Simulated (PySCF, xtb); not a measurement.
Nb(S)(F)(NH2)2 (FH4N2NbS), SMILES [NH2][Nb]([NH2])([F])=[S], multiplicity 1. The values are those of a single conformer.

Harmonic wavenumbers (cm⁻¹) from GFN2-xTB in xtb 6.7.1 at its own minimum, in rising order: 106, 116, 150, 151, 169, 215, 291, 384, 470, 526, 530, 553, 563, 574, 585, 1484, 1487, 3286, 3287, 3315, 3316.

**Question.** What does r2SCAN-D4/def2-SVP (PySCF) give at its own minimum? (An estimate is asked for; the answer gives what the named calculation found.)

**Answer.** 156, 156, 182, 183, 198, 213, 370, 474, 509, 518, 520, 595, 685, 700, 700, 1490, 1494, 3527, 3530, 3633, 3633. Paired by order, the mean absolute difference is 93 cm⁻¹ and the zero-point energies are 30.8 and 33.5 kcal/mol.
